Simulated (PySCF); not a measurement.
Geometries of 3 isomers of C3H5Br, from PBE0-D3(BJ)/def2-SVP geometry optimisation, gas phase in PySCF. One conformer each, no zero-point energy, no frequencies.

Problem. Which isomer lies lowest at this level?
A.
```xyz
9
angstrom
C      1.706   -0.503    0.488
C      0.741    0.201   -0.102
C     -0.718    0.141    0.200
Br     1.193    1.432   -1.481
H      2.756   -0.402    0.210
H      1.446   -1.210    1.281
H     -1.093    1.127    0.517
H     -0.912   -0.587    1.000
H     -1.291   -0.151   -0.693
```
B.
```xyz
9
angstrom
Br     2.142   -0.824   -0.736
C      0.626   -0.362    0.334
C     -0.747   -0.446   -0.245
C     -0.131    0.893    0.053
H      0.785   -0.667    1.371
H     -1.547   -0.822    0.399
H     -0.832   -0.740   -1.294
H     -0.492    1.465    0.912
H      0.196    1.501   -0.794
```
C.
```xyz
9
angstrom
C      1.400   -0.287   -0.276
C      0.334    0.460    0.013
C     -1.061   -0.044   -0.020
Br    -1.878    0.013    1.762
H      2.410    0.131   -0.255
H      1.304   -1.344   -0.547
H      0.461    1.512    0.293
H     -1.716    0.578   -0.645
H     -1.121   -1.088   -0.352
```

Solution. A. That is 2-bromopropene, `C=C(C)Br`, 3.4 kcal/mol below the next.

```json
{"SMILES": "C=C(C)Br", "atoms numbered as above": "[CH2:1]=[C:2]([CH3:3])[Br:4]", "E (Eh)": "-2690.62861", "relative (kcal/mol)": "0.0", "relative (kJ/mol)": "0.0", "dipole (D)": "1.58"}
{"SMILES": "C=CCBr", "atoms numbered as above": "[CH2:1]=[CH:2][CH2:3][Br:4]", "E (Eh)": "-2690.62317", "relative (kcal/mol)": "3.4", "relative (kJ/mol)": "14.3", "dipole (D)": "1.89"}
{"SMILES": "BrC1CC1", "atoms numbered as above": "[Br:1][CH:2]1[CH2:3][CH2:4]1", "E (Eh)": "-2690.62011", "relative (kcal/mol)": "5.3", "relative (kJ/mol)": "22.3", "dipole (D)": "1.81"}
```

As drawn, the lowest has a C=C bond outside aromatic rings, which the highest lacks; the highest has a three-membered ring, which the lowest lacks.
